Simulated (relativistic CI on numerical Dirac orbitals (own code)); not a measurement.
**Slater and spin-orbit integrals, Rh9+**

These numbers are calculated, not measured: Dirac-Coulomb-Breit CI, separate exchange-only KLI orbitals for each configuration, a model potential for QED, unscaled Slater integrals (own radial code, finite nucleus).

Slater integrals F^k, G^k are unscaled and averaged over j, outside the closed core [Ar] 3d10; ζ comes from projecting the Hamiltonian with its Breit term on Σ l·s of the shell.

- 4s²4p⁵4d: ζ(4p) = 25144, F^2(4p,4d) = 97584, G^1(4p,4d) = 123730, G^3(4p,4d) = 77518, ζ(4d) = 2288.8 cm⁻¹; <r>(4p) = 0.982, <r^2>(4p) = 1.089, <r>(4d) = 1.106, <r^2>(4d) = 1.397 (bohr units).
- 4s4p⁶4d: G^2(4s,4d) = 94598, ζ(4d) = 2312.4 cm⁻¹; <r>(4s) = 0.9231, <r^2>(4s) = 0.9576, <r>(4d) = 1.106, <r^2>(4d) = 1.397 (bohr units).
- 4s²4p⁵4f: ζ(4p) = 25391, F^2(4p,4f) = 82599, G^2(4p,4f) = 73247, G^4(4p,4f) = 50102, ζ(4f) = 3.3774 cm⁻¹; <r>(4p) = 0.9794, <r^2>(4p) = 1.084, <r>(4f) = 1.355, <r^2>(4f) = 2.12 (bohr units).

Averages of the first 10 configurations, taken without configuration mixing, which lowers the lowest level and can move excited configurations by several eV; other configurations of the list can lie among them:

| Configuration | Parity | States | Average energy above the lowest level (eV) |
| --- | --- | --- | --- |
| 4s²4p⁶ | even | 1 | 0.2 |
| 4s²4p⁵4d | odd | 60 | 53.9 |
| 4s4p⁶4d | even | 20 | 95.2 |
| 4s²4p⁵4f | even | 84 | 109.8 |
| 4s4p⁶4f | odd | 28 | 151.4 |
| 4s²4p⁵5s | odd | 12 | 94.2 |
| 4s²4p⁵5p | even | 36 | 107.1 |
| 4s²4p⁵5d | odd | 60 | 126.8 |
| 4p⁶4d² | even | 45 | 192.5 |
| 4p⁵4d³ | odd | 720 | 245.2 |
